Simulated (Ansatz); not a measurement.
`C[NH][GeH]([Cl])[Cl]` → `[Cl][GeH][Cl]`• + `C[NH]`• at 600 K and 1 bar (homolysis of the Ge–N bond).

Gas-phase electronic energies from Ansatz, PBE0-D4/def2-TZVP geometries. CCSD(T)/CBS adds triple-zeta CCSD(T) − MP2 to the extrapolated MP2 energy (def2 sets, frozen cores). Open shells (•) are unrestricted, without spin–orbit coupling. For Ge outer-core shells are correlated without core-valence functions, which leaves a few kJ/mol of doubt a bond. Scalar relativity is left out up to krypton. One conformer a species, not always the lowest.

```json
{"species": "`C[NH][GeH]([Cl])[Cl]`", "CCSD(T)/CBS energy (Eh)": "-3091.52536", "H − E (kJ/mol)": "235.5", "S (J/(mol·K))": "469.9"}
{"species": "`[Cl][GeH][Cl]`•", "CCSD(T)/CBS energy (Eh)": "-2996.30306", "H − E (kJ/mol)": "59.8", "S (J/(mol·K))": "357.8"}
{"species": "`C[NH]`•", "CCSD(T)/CBS energy (Eh)": "-95.07984", "H − E (kJ/mol)": "158.0", "S (J/(mol·K))": "285.7"}
```

H − E and S are ideal-gas, rigid-rotor, harmonic terms from PBE0-D4/def2-TZVP, for one conformer and one mirror image of each species, with the whole ground term of open shells counted as degenerate. 1 Eh = 2625.50 kJ/mol, R = 8.31446 J/(mol·K).

**Question.** By hand: ΔE, ΔH, ΔS and ΔG.

**Answer.** ΔE = (-2996.30306) + (-95.07984) − (-3091.52536) = 0.14246 Eh = 374.0 kJ/mol. Δ(H − E) = 59.8 + 158.0 − 235.5 = -17.7, so ΔH = 356.3 kJ/mol. ΔS = 357.8 + 285.7 − 469.9 = 173.6 J/(mol·K). ΔG = 356.3 − 600 × (173.6)/1000 = 252.1 kJ/mol.

**Question.** By hand: the equilibrium constant, and the temperature at which ΔG would vanish if ΔH and ΔS stayed fixed.

**Answer.** log₁₀ K = −ΔG/(RT ln 10) = -21.9. ΔG = 0 at ΔH/ΔS = 2052 K.

The number of gas molecules changes by +1, which sets the sign of ΔS. A doubt of 5 kJ/mol in ΔE shifts log₁₀ K by 0.4 here. Other conformers and mirror images would add mixing entropy, several J/(mol·K) or more a flexible species. Modes under 60 cm⁻¹, often nearly free rotors, make the harmonic entropy too high. These are equilibria of isolated gas molecules and say nothing of rates. Largest T1 diagnostic: 0.013 (customary marks: 0.02 for closed shells, 0.045 for open ones).
